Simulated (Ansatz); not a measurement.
Ideal-gas functions of C₂HCl₅, SMILES `ClC(Cl)C(Cl)(Cl)Cl` at 800 K and 1 bar, from an Ansatz frequency run at PBE0-D4/def2-TZVP.

Molar mass 202.3 g/mol, point group Cs (symmetry number 1), electronic degeneracy 1, moments of inertia 436.67, 525.059, 676.397 u Å². Harmonic wavenumbers (cm⁻¹, unscaled): 75, 161, 169, 225, 238, 280, 330, 330, 414, 597, 748, 793, 834, 849, 1046, 1228, 1275, 3150.

Use S(trans) = R[1.5 ln M + 2.5 ln T − 1.1517]; rotational temperatures θ = 24.2544 K / I; S(rot) = R[ln(√π/σ · √(T³/θAθBθC)) + 1.5]; for each mode x = 1.438777 ν̃/T, S = R[x/(eˣ − 1) − ln(1 − e⁻ˣ)] and H = RT x/(eˣ − 1); 1 cm⁻¹ = 0.0119627 kJ/mol; R = 8.31446 J/(mol·K).

Question: By hand: the entropy, in J/(mol·K).

Answer: Translation 195.6. Rotation: θ = 0.0555, 0.0462, 0.0359 K, giving 139.2. Vibration, mode by mode: 24.98, 18.65, 18.25, 15.89, 15.43, 14.11, 12.77, 12.77, 10.96, 8.11, 6.45, 6.03, 5.68, 5.56, 4.19, 3.23, 3.03, 0.19, in all 186.3. Electronic 0.0. Sum 521.1 J/(mol·K).

Question: By hand: H − E and G − E in kJ/mol, counted from the electronic energy.

Answer: Zero-point energy ½ × 12742 × 0.0119627 = 76.2; thermal vibration 69.2; translation, rotation and pV give 4 RT = 26.6. H − E = 172.0 kJ/mol, and G − E = 172.0 − 800 × 521.1/1000 = -244.9 kJ/mol.

Vibration gives 36 % of the entropy, 25.0 J/(mol·K) of it from the mode under 150 cm⁻¹: soft modes count most, and the harmonic formula is weakest for them.
